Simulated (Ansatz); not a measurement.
BeI₂. The state is a triplet with charge 0. Geometry B3LYP-D4/def2-TZVP, that of the charge +1 doublet; atoms count from 1.

Cartesian coordinates in Å:
```
Be 0.000 -0.001 0.000
I -0.921 0.856 -1.793
I 0.921 -0.856 1.793
```

In the def2 sets I takes a core potential; there is no spin–orbit coupling. At PBE0-D4/def2-TZVP a singlet of charge 0 lies 5.17 eV below the triplet at the same geometry. The structure comes from a short search, and lower isomers may exist.

Estimate the Mulliken populations from the PBE0/def2-TZVP orbitals of Ansatz.


```
atom  charge (e)  spin (α − β)
 Be1       -0.30          0.89
  I2        0.15          0.55
  I3        0.15          0.55
```
Mulliken values and Mayer orders depend strongly on the basis.

Where does the spin sit?

Summed by element: Be 0.89, I 1.11, of 2 unpaired in all. Largest on single atoms: Be1 0.89, I2 0.55, I3 0.55.

And the Mayer bond orders between bonded heavy atoms (over 0.3)?

Be1–I2 1.09 (2.19 Å); Be1–I3 1.09 (2.19 Å). Values over 0.3 also appear between atoms too far apart for a bond (I2–I3 0.46 at 4.38 Å); they arise where an orbital or an unpaired electron spreads over both atoms.
